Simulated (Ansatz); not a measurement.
This triplet is an excited state, 1.13 eV above the relaxed singlet at the level frozen-core CCSD(T)/cc-pVTZ // B3LYP-D3(BJ)/def2-TZVP (Ansatz, a quantum-chemistry and plane-wave program).

The numbers are results of Ansatz with B3LYP-D3(BJ)/def2-TZVP, not measurements. No frequencies were computed at this level.

Ansatz 0.2 input:
```yaml
crystal:
  periodic: [false, false, false]
  atoms:
    - { symbol: O, position_ang: [-1.920159, -0.341988, 0.2615] }
    - { symbol: C, position_ang: [-0.786659, -0.008298, -0.031872] }
    - { symbol: Ge, position_ang: [0.877866, -0.751291, 0.836139] }
    - { symbol: Cl, position_ang: [2.346202, 0.373667, -0.272431] }
    - { symbol: H, position_ang: [-0.51725, 0.727911, -0.793335] }
basis:
  gaussian: { orbitals: def2-tzvp }
hamiltonian:
  xc: b3lyp
  dispersion: d3bj
relax:
  max_steps: 150
magnetization:
  spin_polarized: true
  initial_magnetization: 2
```

Output:

```
Functional definition: B3LYP
1027 factors; their error is unknown
mean field evaluation 1: about -72132.3787 eV, gradient 4.7e1 eV
mean field evaluation 2: about -71936.2647 eV, gradient 1.6e2 eV
mean field evaluation 4: about -72139.6636 eV, gradient 3.1e1 eV
mean field evaluation 8: about -72143.2177 eV, gradient 3.4e-1 eV
mean field evaluation 16: about -72143.4701 eV, gradient 3.0e-3 eV
mean field -72143.47013001 eV, -2651.2236266775 hartree, gradient 2.3e-5 eV, S^2 2.006882; 0 other end points of the search recorded, 0 dependent functions left out
reference -72143.47035775 eV, -2651.2236350467 hartree; 33, 31 occupied and 120, 122 virtual orbitals, 1027 factors
relax step   1: F+E_penalty+E_count = -72143.70334876 eV  Δ(F+E_penalty+E_count) = +0.000e0 eV  max|allowed force component| = 1.677e0 eV/Å  Δτ_max = 0.0000 Å  (38 SCF iters, accepted)
these checks for a lower state are left out or cut short: starts, cluster_reference, orbital_swaps, neighbouring_geometries, increment
1027 factors; their error is unknown
mean field -72143.52373748 eV, -2651.2255967156 hartree, gradient 2.5e-5 eV, S^2 2.006763; 0 other end points of the search recorded, 0 dependent functions left out
reference -72143.52396741 eV, -2651.2256051656 hartree; 33, 31 occupied and 120, 122 virtual orbitals, 1027 factors
relax step   2: F+E_penalty+E_count = -72143.75361349 eV  Δ(F+E_penalty+E_count) = -5.026e-2 eV  max|allowed force component| = 8.368e-1 eV/Å  Δτ_max = 0.0724 Å  (42 SCF iters, accepted)
these checks for a lower state are left out or cut short: starts, cluster_reference, orbital_swaps, neighbouring_geometries, increment
1027 factors; their error is unknown
mean field evaluation 32: about -72143.2692 eV, gradient 1.6e0 eV
mean field -72143.53291457 eV, -2651.2259339676 hartree, gradient 1.6e-5 eV, S^2 2.006596; 0 other end points of the search recorded, 0 dependent functions left out
reference -72143.53314418 eV, -2651.2259424055 hartree; 33, 31 occupied and 120, 122 virtual orbitals, 1027 factors
relax step   3: F+E_penalty+E_count = -72143.76276046 eV  Δ(F+E_penalty+E_count) = -9.147e-3 eV  max|allowed force component| = 1.217e-1 eV/Å  Δτ_max = 0.0187 Å  (42 SCF iters, accepted)
these checks for a lower state are left out or cut short: starts, cluster_reference, orbital_swaps, neighbouring_geometries, increment
1027 factors; their error is unknown
mean field -72143.53145161 eV, -2651.2258802048 hartree, gradient 2.3e-5 eV, S^2 2.006611; 0 other end points of the search recorded, 0 dependent functions left out
reference -72143.53168066 eV, -2651.2258886221 hartree; 33, 31 occupied and 120, 122 virtual orbitals, 1027 factors
relax step   4: F+E_penalty+E_count = -72143.76144243 eV  Δ(F+E_penalty+E_count) = +1.318e-3 eV  max|allowed force component| = 2.083e-1 eV/Å  Δτ_max = 0.0267 Å  (41 SCF iters, rejected (line search))
these checks for a lower state are left out or cut short: starts, cluster_reference, orbital_swaps, neighbouring_geometries, increment
1027 factors; their error is unknown
mean field -72143.53439455 eV, -2651.2259883559 hartree, gradient 2.2e-5 eV, S^2 2.006594; 0 other end points of the search recorded, 0 dependent functions left out
reference -72143.53462379 eV, -2651.2259967800 hartree; 33, 31 occupied and 120, 122 virtual orbitals, 1027 factors
relax step   5: F+E_penalty+E_count = -72143.76444115 eV  Δ(F+E_penalty+E_count) = -1.681e-3 eV  max|allowed force component| = 8.679e-2 eV/Å  Δτ_max = 0.0130 Å  (41 SCF iters, accepted)
these checks for a lower state are left out or cut short: starts, cluster_reference, orbital_swaps, neighbouring_geometries, increment
1027 factors; their error is unknown
mean field -72143.53458288 eV, -2651.2259952768 hartree, gradient 2.0e-5 eV, S^2 2.006597; 0 other end points of the search recorded, 0 dependent functions left out
reference -72143.53481181 eV, -2651.2260036898 hartree; 33, 31 occupied and 120, 122 virtual orbitals, 1027 factors
relax step   6: F+E_penalty+E_count = -72143.76492365 eV  Δ(F+E_penalty+E_count) = -4.825e-4 eV  max|allowed force component| = 5.697e-2 eV/Å  Δτ_max = 0.0129 Å  (41 SCF iters, accepted)
these checks for a lower state are left out or cut short: starts, cluster_reference, orbital_swaps, neighbouring_geometries, increment
1027 factors; their error is unknown
mean field evaluation 64: about -72143.5346 eV, gradient 1.9e-3 eV
mean field -72143.53460549 eV, -2651.2259961078 hartree, gradient 2.1e-5 eV, S^2 2.006600; 0 other end points of the search recorded, 0 dependent functions left out
reference -72143.53483425 eV, -2651.2260045144 hartree; 33, 31 occupied and 120, 122 virtual orbitals, 1027 factors
relax step   7: F+E_penalty+E_count = -72143.76507497 eV  Δ(F+E_penalty+E_count) = -1.513e-4 eV  max|allowed force component| = 1.509e-3 eV/Å  Δτ_max = 0.0055 Å  (42 SCF iters, accepted)
1027 factors; their error is unknown
mean field -72143.53460549 eV, -2651.2259961078 hartree, gradient 3.6e-5 eV, S^2 2.006600; 1 other end points of the search recorded, 0 dependent functions left out
reference -72143.53483425 eV, -2651.2260045144 hartree; 33, 31 occupied and 120, 122 virtual orbitals, 1027 factors
Total energy: -72143.76530373 eV, -2651.2344741115 hartree
Atom 0 at    -1.959330    -0.317280     0.234029 Å, force     0.000147     0.001288    -0.001343 eV/Å
Atom 1 at    -0.829959    -0.024891    -0.016121 Å, force     0.000130    -0.001508     0.001373 eV/Å
Atom 2 at     0.898919    -0.768982     0.854741 Å, force     0.000953     0.000476    -0.000328 eV/Å
Atom 3 at     2.386645     0.400405    -0.299423 Å, force    -0.000645    -0.000256     0.000154 eV/Å
Atom 4 at    -0.496275     0.710749    -0.773224 Å, force    -0.000584     0.000001     0.000145 eV/Å
Dipole moment:    -0.080692    -0.056631     0.055367 e Å
```

Cost: roughly 60 core-seconds.
